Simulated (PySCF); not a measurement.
Ionising TeP

PBE0; Te def2-SVPD with ECP28, P def2-SVPD; scalar-relativistic core potentials (PySCF 2.14). Neutral (UKS): doublet (π ↑), Re = 2.250 Å, ωe = 482 cm⁻¹, De = 3.04 eV, HOMO -5.64 eV, LUMO -3.86 eV.

TeP⁺ (UKS): singlet (closed shell), Re = 2.169 Å, ωe = 564 cm⁻¹, De = 3.98 eV to Te⁺ + P. The energies at the minima are -609.12132 hartree for TeP and -608.83630 for TeP⁺.

(1) Work out the adiabatic ionisation energy, without and with harmonic zero-point energies (1 hartree = 27.2114 eV, 1 eV = 8065.5 cm⁻¹), and the change of the bond length.

TeP⁻ (UKS): triplet (π ↑↑), Re = 2.371 Å, ωe = 395 cm⁻¹, De = 2.99 eV to Te⁻ + P. The energies at the minima are -609.12132 hartree for TeP and -609.19407 for TeP⁻.

(2) Work out the adiabatic electron affinity, without and with harmonic zero-point energies (1 hartree = 27.2114 eV, 1 eV = 8065.5 cm⁻¹), and the change of the bond length.

These are scalar-relativistic numbers at best; spin–orbit coupling would shift them, the dissociation energy most. For an ion De counts to the pair picked by the measured ionisation energies or electron affinities, which need not be the lowest pair at this level. States were picked by a PBE0 search and need not be the measured ground states.

Answers

(1) At PBE0: 0.28502 hartree = 7.756 eV between the minima; the zero-point term (564.0 − 482.0)/2 cm⁻¹ = +0.005 eV makes it 7.761 eV. Re changes by -8.1 pm against the neutral. The electron leaves a π orbital, and the shorter bond of the ion fits an antibonding orbital, or a change in how ionic the bond is.

(2) At PBE0: 0.07275 hartree = 1.980 eV between the minima; the zero-point term (482.0 − 395.0)/2 cm⁻¹ = +0.005 eV makes it 1.985 eV. Re changes by +12.1 pm against the neutral. The electron enters a π orbital, and the longer bond of the ion fits an antibonding orbital, or a change in how ionic the bond is.
